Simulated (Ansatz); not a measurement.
```yaml
crystal:
  periodic: [false, false, false]
  atoms:
    - {symbol: B, position_ang: [-0.023769, 0.664090, -0.558915]}
    - {symbol: B, position_ang: [1.022355, -0.251438, -1.473547]}
    - {symbol: F, position_ang: [1.317755, -1.082896, -2.196727]}
    - {symbol: Si, position_ang: [-0.275754, -0.303470, 0.863652]}
    - {symbol: H, position_ang: [0.512655, 2.081329, -0.204397]}
    - {symbol: H, position_ang: [-0.923079, 0.993310, -1.072494]}
    - {symbol: H, position_ang: [1.104115, -0.692133, 1.398441]}
    - {symbol: H, position_ang: [-0.809992, -1.610390, 0.536570]}
    - {symbol: H, position_ang: [-1.033818, 0.259167, 2.018513]}
basis:
  gaussian: {orbitals: STO-3G, fitting: {mean_field: def2-universal-jkfit}}
total_charge: -1
magnetization: {spin_polarized: true, initial_magnetization: 1}
hamiltonian: {xc: {name: HSE06}}
```

```sh
$ ansatz run in.yaml --threads 2 --pin off --events-out ev --progress --plain --max-ram 4352MiB
```

Output, abridged:

```
Functional definition: HSE06
445 factors; integrals over basis functions are off by at most 7.5e-3 eV
445 factors; integrals over basis functions are off by at most 1.8e-7 eV
mean field evaluation 1: about -11858.2183 eV, gradient 3.3e1 eV
mean field evaluation 2: about -11855.4233 eV, gradient 3.4e1 eV
mean field evaluation 4: about -11865.9165 eV, gradient 3.0e0 eV
mean field evaluation 8: about -11865.9968 eV, gradient 4.1e-2 eV
mean field evaluation 16: about -11865.9969 eV, gradient 1.5e-4 eV
mean field -11865.99689461 eV, -436.0673428155 hartree, gradient 4.6e-5 eV, S^2 0.753539; 2 other end points of the search recorded, 0 dependent functions left out
reference -11865.99691341 eV, -436.0673435062 hartree; 20, 19 occupied and 9, 10 virtual orbitals, 445 factors
Total energy: -11865.99691341 eV, -436.0673435062 hartree
```

It took 1.2 s on 2 threads of an Arm Neoverse V1 on a shared host, with 0.12 GiB of host memory at the peak.
